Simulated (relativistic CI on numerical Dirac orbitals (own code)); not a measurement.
# Ligand-field terms of d8

Computed with a parametric ligand-field model of a d^n configuration (Racah B and C, spin-orbit zeta, crystal field), exact diagonalisation.

Field parameters in Wybourne normalisation: D3d B²₀ = −7Dσ, B⁴₀ = −14Dq − 21Dτ, B⁴₃ = −14√(10/7) Dq; D4h B²₀ = −7Ds, B⁴₀ = 21(Dq − Dt), B⁴₄ = 21√(5/14) Dq; Oh B⁴₀ = 21Dq, B⁴₄ = √(5/14) B⁴₀; Td as Oh with Dq negative (B⁴₀ = 21Dq, B⁴₄ = √(5/14) B⁴₀). The field is a parameter set, without covalency.

(1) Ground term and bands for B = 970, C = 4790, ζ = 0 cm⁻¹, D4h, 10Dq = 14600, Ds = -1500, Dt = -410 cm⁻¹?

(2) Ground term and bands for B = 520, C = 2270, ζ = 0 cm⁻¹, D4h, 10Dq = 13800, Ds = 400, Dt = -130 cm⁻¹?

(3) Ground term and bands for B = 410, C = 1880, ζ = 0 cm⁻¹, D3d, 10Dq = 19350, Dσ = -1050, Dτ = -130 cm⁻¹?

(4) A d8 ion in Oh symmetry has the ground term 3A2 and bands at 1E 6046 cm⁻¹ (1654 nm), 1A1 11613 cm⁻¹ (861 nm), 3T2 26600 cm⁻¹ (376 nm), 3T1 31045 cm⁻¹ (322 nm), 1T2 32613 cm⁻¹ (307 nm), 3T1 54605 cm⁻¹ (183 nm). Which parameters reproduce them?

(5) A d8 ion in Td symmetry has the ground term 3T1 and bands at 3T2 1830 cm⁻¹, 3A2 4030 cm⁻¹ (2482 nm), 1T2 10613 cm⁻¹ (942 nm), 1E 11164 cm⁻¹ (896 nm), 3T1 11209 cm⁻¹ (892 nm), 1T2 15376 cm⁻¹ (650 nm). Which parameters reproduce them?

Answers

(1) Ground term 3B1 with 2.00 electrons in the two orbitals of the cubic e set. Spin-allowed: 3B2 14600 cm⁻¹ (685 nm), 3E 16590 cm⁻¹ (603 nm), 3E 24946 cm⁻¹ (401 nm), 3A2 28935 cm⁻¹ (346 nm). Lowest spin-forbidden: 1A1 13297 cm⁻¹ (752 nm), 1B1 17005 cm⁻¹ (588 nm), 1B2 31355 cm⁻¹ (319 nm).

(2) Ground term 3B1 with 2.00 electrons in the two orbitals of the cubic e set. Spin-allowed: 3B2 13800 cm⁻¹ (725 nm), 3E 14910 cm⁻¹ (671 nm), 3A2 18371 cm⁻¹ (544 nm), 3E 20648 cm⁻¹ (484 nm). Lowest spin-forbidden: 1A1 8469 cm⁻¹ (1181 nm), 1B1 8595 cm⁻¹ (1163 nm), 1A1 15591 cm⁻¹ (641 nm).

(3) Ground term 3A2 with 2.00 electrons in the two orbitals of the cubic e set. Spin-allowed: 3E 17568 cm⁻¹ (569 nm), 3A1 20295 cm⁻¹ (493 nm), 3E 23688 cm⁻¹ (422 nm), 3A2 24349 cm⁻¹ (411 nm). Lowest spin-forbidden: 1E 6972 cm⁻¹ (1434 nm), 1A1 12983 cm⁻¹ (770 nm), 1E 23900 cm⁻¹ (418 nm).

(4) B = 390, C = 1480, ζ = 0 cm⁻¹, Oh, 10Dq = 26600 cm⁻¹.

(5) B = 650, C = 3370, ζ = 0 cm⁻¹, Td, 10Dq = -2200 cm⁻¹.
